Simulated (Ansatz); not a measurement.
Reactions of CH₁₀BNSi₂, SMILES `CBN([SiH3])[SiH3]`.

Computed with Ansatz on PBE0-D4/def2-TZVP structures; ΔE is electronic, products minus reactants. CBS: MP2 limit from def2 TZ/QZ plus the TZ coupled-cluster correction, frozen cores. This one scheme is used for every species. Functionals use def2-TZVPP. Elements past krypton have def2 core potentials. For Y outer-core shells are correlated without core-valence functions, which leaves a few kJ/mol of doubt a bond. One conformer a species, not always the lowest.

```
                                                                                reaction  B2PLYP (kJ/mol)  CCSD/CBS(def2) (kJ/mol)
           `CBN([SiH3])[SiH3]` + `N[SiH2]O[SiH3]` → `[SiH3]N[SiH2]O[SiH3]` + `CBN[SiH3]`              -19                      -18
`CBN([SiH3])[SiH3]` + `C[N](C)[Y]([OH])[OH]` → `C[N](C)[Y]([OH])[O][SiH3]` + `CBN[SiH3]`              -83                      -79
                                    `CBN([SiH3])[SiH3]` + HCl → `CBCl` + `[SiH3]N[SiH3]`               10                       15
                                 `CBN([SiH3])[SiH3]` + `C=N` → `C=NBC` + `[SiH3]N[SiH3]`               -3                        9
```

Q: Give the CCSD(T)/CBS values in the same order. (An estimate is asked.)

A: The calculation gave: -17, -76, 18, 10 kJ/mol.

Largest T1 diagnostic: 0.014, for `C=NBC`.
